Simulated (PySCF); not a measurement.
# Assigning NMR signals

Bonds (- single, = double, # triple, : aromatic): N1#C2, C2-C3, C3-C4, C4-C5, C5-C6, C6-C7, C7-C8, C8-C9, C8-C3, C9-C5. C3 carries H10; C4 carries H11, H12; C5 carries H13; C6 carries H14, H15; C7 carries H16, H17; C8 carries H18; C9 carries H19, H20. Stereochemistry as in N#C[C@@H]1C[C@@H]2CC[C@H]1C2. H11, H20 are cis to C2 on the ring; H15, H16 are cis to C3 on the ring; H12, H19 are trans to C2 on the ring; H14, H17 are trans to C3 on the ring.

Computed data (PySCF 2.14.0 with density-fitted response routines): PBE0-D3(BJ)/def2-SVP structure, GIAO HF/pcSseg-1 shieldings. Non-relativistic Hamiltonian, a single conformation, gas phase.

Referencing at the same level of theory: TMS for 13C (σref 190.85) and 1H (σref 31.69).

(1) Assign these signals to the numbered atoms. 13C{1H} NMR (computed): δ 133.1, 35.8, 35.4, 33.5, 32.5, 27.0, 24.5, 22.5.

(2) Assign these signals to the numbered atoms. 1H NMR (500 MHz, computed): δ 1.90 (m, 1H), 1.85 (m, 1H), 1.80 (m, 1H), 1.73 (m, 1H), 1.63 (m, 1H), 1.35 (m, 1H), 1.26 (m, 1H), 1.14 (m, 1H), 1.13 (m, 1H), 1.06 (m, 1H), 0.88 (m, 1H).

Results:

(1) 
| δ (ppm) | atoms | environment | reason |
| --- | --- | --- | --- |
| 133.1 | C2 | nitrile carbon | typical of a nitrile |
| 35.8 | C8 | sp3 CH in a ring | a saturated carbon with 3 carbon neighbours and no heteroatom attached |
| 35.4 | C9 | sp3 CH2 in a ring | a saturated carbon with 2 carbon neighbours and no heteroatom attached |
| 33.5 | C4 | sp3 CH2 in a ring | – |
| 32.5 | C5 | sp3 CH in a ring | a saturated carbon with 3 carbon neighbours and no heteroatom attached |
| 27.0 | C6 | sp3 CH2 in a ring | aliphatic region, no heteroatom directly attached |
| 24.5 | C3 | sp3 CH α to a nitrile | a saturated carbon with 3 carbon neighbours and no heteroatom attached |
| 22.5 | C7 | sp3 CH2 in a ring | saturated and bonded to C and H only |

C8 and C9; C9 and C4; C4 and C5 lie closer than the usual error of such a calculation, so a measured spectrum could show them in the other order.

(2) 
| δ (ppm) | atoms | environment | reason |
| --- | --- | --- | --- |
| 1.90 | H10 | hydrogen on an sp3 CH α to a nitrile | – |
| 1.85 | H18 | hydrogen on an sp3 CH in a ring | – |
| 1.80 | H16 | hydrogen on an sp3 CH2 in a ring | far from electronegative atoms and π systems |
| 1.73 | H13 | hydrogen on an sp3 CH in a ring | far from electronegative atoms and π systems |
| 1.63 | H12 | hydrogen on an sp3 CH2 in a ring | – |
| 1.35 | H14 | hydrogen on an sp3 CH2 in a ring | far from electronegative atoms and π systems |
| 1.26 | H17 | hydrogen on an sp3 CH2 in a ring | – |
| 1.14 | H11 | hydrogen on an sp3 CH2 in a ring | – |
| 1.13 | H15 | hydrogen on an sp3 CH2 in a ring | far from electronegative atoms and π systems |
| 1.06 | H20 | hydrogen on an sp3 CH2 in a ring | – |
| 0.88 | H19 | hydrogen on an sp3 CH2 in a ring | – |

H10 and H18; H18 and H16; H16 and H13; H13 and H12; H14 and H17; H17 and H11; H11 and H15; H15 and H20 lie closer than the usual error of such a calculation, so a measured spectrum could show them in the other order.

Shifts are as computed. Against solution values, carbons near 30 ppm lie about -0 ppm off and those near 130 ppm about +7 ppm. Of 1211 compounds with measured shifts, 218 miss one by over three times the rms of a fit or turn the order of signals round; such compounds aren't used in these exercises. No couplings were computed; multiplicities are counted from neighbouring protons, with m where these are inequivalent, close in shift, in a saturated or five-membered ring or joined by F or P, and br s for small geminal =CH2 splittings.
